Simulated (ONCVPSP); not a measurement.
# Before and after: ONCV potential for Sb (Z = 51)

antimony (Sb), optimised norm-conserving Vanderbilt (ONCV), made with ONCVPSP 4.0.1 (LDA (Perdew-Zunger), scalar-relativistic). Core [Kr] 4d10, reference 5s2 5p3. Waves: 5s: rc 1.60 bohr, ncon 3, nbas 6, qcut 3.3 1/bohr, 1 projector; 5p: rc 2.20 bohr, ncon 3, nbas 6, qcut 3.6 1/bohr, 2 projectors, debl 3.5 Ha; d scattering state at 0.13 Ha: rc 2.15 bohr, ncon 3, nbas 6, qcut 4.6 1/bohr, 2 projectors, debl 1.7 Ha. Local part: polynomial inside 1.20 bohr (lpopt 3, dvloc0 1 Ha). Core correction: Teter function, fcfact 4.5, rcfact 1.65.

Change: core correction Teter function, fcfact 5.9, rcfact 1.65.

Cutoffs: the cutoffs (Ha) at which the residual kinetic energy of the hardest occupied pseudo-wave falls to 1 and 0.1 mHa per electron; they do not see the model core or the augmentation charge, which bear on the density cutoff. Errors are all-electron minus pseudo energies relative to the spin-unpolarised reference configuration.

Problem. What does the change do?

Solution. The potential gets neither clearly harder nor softer (11 Ha and 33 Ha → 11 Ha and 33 Ha); both files keep a bound ghost (d, s); of the 4 tests that both files solve, the error grows in 4 and shrinks in 0 by more than 15 % and 0.3 meV (median size 122.7 → 146.8 meV). A model core, the more so a compact one, raises the density cutoff, which this test does not measure.

| quantity | base | changed |
| --- | --- | --- |
| cutoff, loose | 11 Ha | 11 Ha |
| cutoff, tight | 33 Ha | 33 Ha |
| bound ghosts | s, d | s, d |
| GHOST(+) flags under 300 eV | p at 103.1 eV | p at 103.1 eV |
| error for 5s2 5p2, meV [ΔE 8.52 eV] | -34 | -41 |
| error for 5s2 5p1, meV [ΔE 24.77 eV] | -201 | -241 |
| error for 5s2 5p0, meV [ΔE 49.56 eV] | -631 | -748 |
| error for 5s1 5p3, meV [ΔE 17.34 eV] | -45 | -53 |
| s: phases at 1.62 bohr within 0.05 rad from the reference energy up to (Ha; the scan ends near 5) | 2.2 | 2.2 |
| p: phases at 2.23 bohr within 0.05 rad from the reference energy up to (Ha; the scan ends near 5) | 3.6 | 3.6 |
| d: phases at 2.18 bohr within 0.05 rad from the reference energy up to (Ha; the scan ends near 5) | 4.2 | 4.2 |
| rms error of d²Exc/dni dnj with the model core, mHa | 2.62 | 3.98 |

Base: The cutoffs count occupied waves only; projector 2 of the d channel, the hardest unoccupied one, needs 53 Ha at the loose tolerance. Changed file: The cutoffs count occupied waves only; projector 2 of the d channel, the hardest unoccupied one, needs 53 Ha at the loose tolerance. A true bound ghost makes a file unfit for plane-wave use even where its test errors are small: the radial tests pick states by their node count and pass the ghost by.
